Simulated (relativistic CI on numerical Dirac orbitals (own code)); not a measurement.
# Sb VI: sensitivity of the levels to the model

Base calculation: Dirac-Coulomb-Breit CI, KLI orbitals optimised for each configuration, model QED, valence Slater integrals scaled by 0.85, P86 correlation energy added to each configuration.

Configuration list (outside the closed core [Kr]): 4d¹⁰, 4d⁹5s, 4d⁹4f, 4d⁹5p, 4d⁹5d, 4d⁹6s, 4d⁹6p, 4d⁹6d, 4d⁹5f, 4d⁹7s, 4d⁹5g, 4d⁹7p, 4d⁹6f, 4d⁹7d. Double excitations out of closed p, d and f shells are left out; levels of such configurations are missing from the list, as are those of other unlisted configurations, and high levels can miss mixing partners.

The lowest level and the first level of each name with at least 55 % of one term (blank where a level has no safe partner in the second run):

```csv
Level,Base (cm⁻¹),Shift (cm⁻¹)
4d¹⁰ ¹S0,0,0
4d⁹5s ³D3,250634,-336
4d⁹5s ³D2,253372,-5
4d⁹5s ³D1,260720,-302
4d⁹5s ¹D2,263933,+468
4d⁹5p ³P°2,338020,-1098
4d⁹5p ³F°3,341219,-300
4d⁹5p ³P°1,348336,-1010
4d⁹5p ³F°4,349198,-480
4d⁹5p ³F°2,349199,-529
4d⁹5p ¹D°2,354609,+663
4d⁹5p ³P°0,355118,-1177
4d⁹5p ³D°3,355706,+666
4d⁹5p ¹P°1,357485,+954
4d⁹5p ³D°1,363548,+693
4d⁹5p ³D°2,365426,+774
4d⁹5d ³S1,471831,-1335
4d⁹5d ³G4,476675,-309
4d⁹5d ³G5,477324,-431
4d⁹5d ³P2,477430,-222
4d⁹5d ³D3,479214,+71
4d⁹5d ³F4,481483,+263
```

At this charge configurations can still be misplaced by up to about 7 % of their energy. Levels and lines within the n = 5 or 6 shells can be off by up to 10 % or somewhat more, and those that change n by about 2 %, since core polarisation is missing. 2 of the 2 excited levels that our extract of the measured tables holds in this range could be paired (the sources list more); they are missed by 7541 cm⁻¹ on average and 7573 at most, and levels without a partner can miss by more.

(1) One thing was changed in a second run, which moved the levels as shown. Which?
A. Slater integrals left unscaled
B. Breit term removed
C. QED terms removed
D. self-excluded LDA correlation estimate
E. configuration mixing switched off

Answers

(1) A. Slater integrals left unscaled. Scaling acts on the splittings between terms and on the mixing, and leaves the fine structure of pure LS terms nearly alone; in jj coupling it moves the levels of one term differently.

LS names give the leading component of a level, which can be under half, so a name can repeat, a term be missing and a line seem to break the LS rules.
